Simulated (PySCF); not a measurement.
B3LYP has the VWN-RPA correlation part, as in Gaussian. 

Cartesian coordinates (Å):
```xyz
19

Mo     0.0738    -0.1779    -0.4565
O      1.7203     0.6418    -0.0790
H      2.1781     1.4526    -0.3661
O     -1.4894    -0.6610    -1.5335
H     -2.2816    -0.1353    -1.3086
O      0.7105    -1.5692    -1.5917
H      0.0278    -2.0503    -2.1063
C      0.1162    -1.2260     1.3982
H      1.1060    -1.7309     1.3266
H     -0.6844    -1.9933     1.3825
H      0.0550    -0.6272     2.3247
C     -1.6037     0.6495     0.7378
H     -1.0997     1.3358     1.4545
H     -2.1512    -0.1165     1.3215
H     -2.3338     1.2471     0.1522
C     -0.2769     1.8116    -1.2975
H     -1.3086     1.9818    -1.6549
H      0.4037     1.7891    -2.1804
H      0.0214     2.6332    -0.6162
```
Charge 0, multiplicity 1.

Problem. What is the computed charge on the central atom (Mulliken), total energy, HOMO–LUMO gap, LUMO and HOMO (B3LYP-D3(BJ)/def2-TZVP // BP86-D3(BJ)/def2-SVP run with PySCF)?

Solution. 
```yaml
charge on the central atom (Mulliken): 1.44 e
total_energy: -11310.94 eV
HOMO–LUMO gap: 4.23 eV
LUMO: -2.89 eV
HOMO: -7.13 eV
```
